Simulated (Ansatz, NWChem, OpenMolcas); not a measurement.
**KI (Potassium Iodide): the electronic atomisation energy, rung by rung**

The species is KI (2 atoms), meant as a singlet with charge 0. As SMILES, `[K][I]`. The bond length is the measured one.

```xyz
2

K     0.0000    0.0000    0.0000
I     0.0000    0.0000    3.0478
```

Quantity: the electronic atomisation energy, in eV. The values are calculated. Electronic energies at fixed atoms, without zero-point motion or spin-orbit coupling.

```json
{"level": "SVWN5/def2-TZVPPD (core potential)", "kind": "LDA", "program": "NWChem", "value (eV)": "3.75", "less CCSD(T)/def2-TZVPPD": "+0.38"}
{"level": "PBE/def2-TZVPPD (core potential)", "kind": "GGA", "program": "OpenMolcas", "value (eV)": "3.40", "less CCSD(T)/def2-TZVPPD": "+0.03"}
{"level": "BHLYP/def2-TZVPPD (core potential)", "kind": "global hybrid", "program": "OpenMolcas", "value (eV)": "3.33", "less CCSD(T)/def2-TZVPPD": "-0.04"}
{"level": "PBE0/def2-TZVPPD (core potential)", "kind": "global hybrid", "program": "OpenMolcas", "value (eV)": "3.44", "less CCSD(T)/def2-TZVPPD": "+0.07"}
{"level": "HSE06/def2-TZVPPD (core potential)", "kind": "range-separated hybrid", "program": "Ansatz", "value (eV)": "3.43", "less CCSD(T)/def2-TZVPPD": "+0.06"}
{"level": "B2PLYP/def2-TZVPPD (core potential)", "kind": "double hybrid", "program": "NWChem", "value (eV)": "3.40", "less CCSD(T)/def2-TZVPPD": "+0.03"}
{"level": "RPA@PBE0/def2-TZVPPD (core potential)", "kind": "RPA", "program": "Ansatz", "value (eV)": "3.13", "less CCSD(T)/def2-TZVPPD": "-0.24"}
{"level": "MP2/def2-TZVPPD (core potential)", "kind": "perturbation theory", "program": "Ansatz", "value (eV)": "3.51", "less CCSD(T)/def2-TZVPPD": "+0.14"}
{"level": "CCSD(T)/def2-TZVPPD (core potential)", "kind": "coupled cluster or CI", "program": "NWChem", "value (eV)": "3.37", "less CCSD(T)/def2-TZVPPD": "0.00"}
```

CCSD(T)/def2-TZVPPD (core potential) is the highest level here, not the true value. The values span 3.13 to 3.75 eV. In the correlated wave-function rows the outer d shell of I is correlated, in sets not made for it.
